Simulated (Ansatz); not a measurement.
`C[NH][Zr]([Cl])([Cl])[Cl]` + `[GeH3][I]` → `[Cl][Zr]([Cl])([Cl])[I]` + `C[NH][GeH3]`  (redistribution)

Computed with Ansatz on PBE0-D4/def2-TZVP structures; ΔE is electronic, products minus reactants. CCSD(T)/CBS is the MP2 limit (def2-TZVPP, def2-QZVPP) plus CCSD(T) − MP2 in def2-TZVPP, frozen cores. DFT in def2-TZVPP. def2 core potentials past Kr. For Ge, I, Zr outer-core shells are correlated without core-valence functions, which leaves a few kJ/mol of doubt a bond. Scalar relativity is left out up to krypton. One conformer a species, not always the lowest.

```json
{"level": "PBE-D4", "ΔE (kJ/mol)": "22.9"}
{"level": "r2SCAN-D4", "ΔE (kJ/mol)": "21.0"}
{"level": "CCSD/def2-SVP", "ΔE (kJ/mol)": "30.2"}
{"level": "CCSD/CBS(def2)", "ΔE (kJ/mol)": "19.7"}
```

(1) What does CCSD(T)/CBS give? (Estimate.)

Largest T1 diagnostic among the species: 0.015.

## Answers

(1) Ansatz gave: +15.7 kJ/mol. The listed levels differ from it by 7.2, 5.3, 14.5, 4.0 kJ/mol.

At CCSD(T), def2-SVP lies +10.1 kJ/mol from the extrapolated value and def2-TZVPP −1.3 kJ/mol. Leaving LDA and LC-ωPBE aside and taking each functional with its dispersion term where it has one, the values, not all of them listed here, spread over 10.0 kJ/mol, from PBE-QIDH to ωB97X-V. LDA lies −4.4 kJ/mol from PBE without D4.
